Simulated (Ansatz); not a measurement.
```xyz
2

Mg    0.0000    0.0000   -0.7696
O     0.0000    0.0000    0.7696
```

Basis set: cc-pVTZ on O; cc-pCVTZ on Mg (spherical functions). Frozen core: 2 orbitals. Charge 0, multiplicity 1.

Computed with Ansatz (development build ahead of 0.2.0); the reference of a correlated method needn't be the lowest determinant of its kind. Restricted open shells among the atoms or ions are ROHF, correlated in semicanonical orbitals with singles.

The atomization energy at this shape (free ground-state atoms in the same class of orbitals less the molecule, no zero-point energy) of singlet MgO:

```
     method  atomization energy
RHF-CCSD(T)      37.76 kcal/mol
UHF-BCCD(T)      34.71 kcal/mol
```

Problem. What does UHF-CCSD(T) give?

Solution. 32.41 kcal/mol. Caution: the reference determinant was not shown to be the lowest; the shape is not the minimum. Caution for RHF-CCSD(T): an unrestricted determinant lies well below; other determinants can give a lower correlated total. Caution for UHF-BCCD(T), UHF-CCSD(T): another reference gives a lower total; the unrestricted determinant is spin contaminated.
